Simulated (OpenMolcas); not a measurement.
**Be⁺: effect of the active space**

```json
{
 "Program": "OpenMolcas",
 "Method": "SS-CASPT2, IPEA 0.25 Eh, imaginary shift 0.1 Eh",
 "Basis": "ANO-RCC-VDZ",
 "Scalar Hamiltonian": "DKH4, point nucleus",
 "Spin-orbit coupling": "RASSI with atomic mean-field integrals over the reference wave functions, term energies averaged over their components"
}
```

A. 1 electron in 4 orbitals (2s 2p); 2S+1 = 2 even, 1 root; 2S+1 = 2 odd, 3 roots; closed shells correlated: 1s; CASPT2 step of the order of 0.7 core-seconds
B. 1 electron in 8 orbitals (2s 2p 3s 3p); 2S+1 = 2 even, 1 root; 2S+1 = 2 odd, 3 roots; closed shells correlated: 1s; CASPT2 step roughly 0.7 core-seconds

Energies in cm⁻¹ above 2s ²S_1/2, the measured ground level; measured values from NIST Handbook of Basic Atomic Spectroscopic Data.

```
     Level      A      B  Measured
 2s ²S_1/2    0.0    0.0       0.0
2p ²P°_1/2  32830  32830     31929
2p ²P°_3/2  32835  32835     31935
```

Deviations, from unrounded energies. A percentage is the sum of absolute deviations over the sum of measured energies, with the sign that they share, or ± where signs differ.

```csv
Against measurement,Levels,A,B
mean absolute deviation (cm-1),2,900,900
other configurations (%),2,+2.8,+2.8
```

A, B lie about equally close to measurement. The largest miss of A in the table is 2p ²P°_1/2, by +900 cm-1. The ranking rests on the paired levels alone, and a cruder setting can come out closer through cancelling errors.

Between A and B no level of the table moves by more than 5 cm-1.

ANO sets are built for ground and valence states and can reach diffuse excited orbitals poorly. With one active electron, CASPT2 adds the correlation within the correlated inactive shells and between them and that electron, and leaves the splitting within a term as the reference gives it. With one active electron outside closed inactive shells, the extra shells (3p 3s) add no correlation to the reference (holds for B). Measured partners are found by configuration, term and J. A level has none where our copy of the source lacks it or the pairing is in doubt (some pairs that miss far off the trend of their configuration count as doubtful), and it then counts in no deviation. Only configurations of the active space appear.

° marks odd parity.
